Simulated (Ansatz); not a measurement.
Calculated with Ansatz (gas phase, PBE0-D4/def2-TZVP geometries, no zero-point term in ΔE). CBS: MP2 limit from def2 TZ/QZ plus the TZ coupled-cluster correction, frozen cores. For Ge, Se outer-core shells are correlated without core-valence functions, which leaves a few kJ/mol of doubt a bond. Scalar relativity is left out up to krypton. One conformer a species, not always the lowest.

Consider the ligand exchange at the Si–C bond: `[OH][GeH2][C]#C[SiH3]` + `O[SiH2][SeH]` → `O[SiH2][Se][SiH3]` + `C#[C][GeH2][OH]`.

`[OH][GeH2][C]#C[SiH3]`:

Cartesian coordinates in Å:
```
O 2.424 -1.992 -0.308
Ge 0.808 -2.049 0.425
C -0.028 -0.349 0.213
C -0.558 0.733 0.061
Si -1.350 2.362 -0.161
H 2.411 -1.642 -1.202
H -0.068 -3.103 -0.270
H 1.050 -2.352 1.903
H -1.540 2.620 -1.609
H -2.666 2.360 0.524
H -0.482 3.413 0.425
```

`O[SiH2][SeH]`:

Cartesian coordinates in Å:
```
O 1.153 1.144 -0.155
Si 0.190 0.010 0.540
Se -1.871 -0.146 -0.426
H 1.199 1.163 -1.112
H 0.794 -1.344 0.474
H 0.001 0.460 1.935
H -1.466 -1.288 -1.255
```

`O[SiH2][Se][SiH3]`:

Cartesian coordinates in Å:
```
O 1.209 -2.151 -0.248
Si 0.759 -0.788 -1.040
Se -1.449 -0.294 -0.759
Si -1.051 1.280 0.839
H 0.947 -2.240 0.670
H 1.007 -1.060 -2.471
H 1.528 0.397 -0.573
H -0.407 2.485 0.260
H -2.370 1.640 1.415
H -0.174 0.732 1.906
```

`C#[C][GeH2][OH]`:

```xyz
8

C    -0.635    0.073   -2.246
C    -0.358   -0.068   -1.082
Ge    0.048   -0.345    0.745
O     0.935    1.114    1.238
H    -0.875    0.208   -3.276
H     0.936   -1.590    0.903
H    -1.250   -0.482    1.557
H     1.200    1.089    2.161
```

```tsv
species	CCSD/CBS(def2) energy (Eh)
`[OH][GeH2][C]#C[SiH3]`	-2520.00410
`O[SiH2][SeH]`	-2767.40940
`O[SiH2][Se][SiH3]`	-3057.70939
`C#[C][GeH2][OH]`	-2229.71444
```

**Question.** Work out ΔE.

**Answer.** ΔE = (-3057.70939) + (-2229.71444) − (-2520.00410) − (-2767.40940) = -0.01033 Eh = -27.1 kJ/mol. CCSD(T)/CBS gives -27.5 kJ/mol.

Largest T1 diagnostic among the species: 0.012.

The D4 term adds −6.1 kJ/mol with B3LYP and −3.2 kJ/mol with PBE0; it sums over pairs of atoms, weighted by their polarisabilities, and B3LYP, whose exchange is more repulsive, gets the larger term. In def2-TZVPP, CCSD(T) changes the Hartree–Fock value by −4.2 kJ/mol (the triples alone add −0.4 kJ/mol) and MP2 by −7.4 kJ/mol.

B3LYP here is the variant with VWN-RPA as its local correlation; programs differ in this.
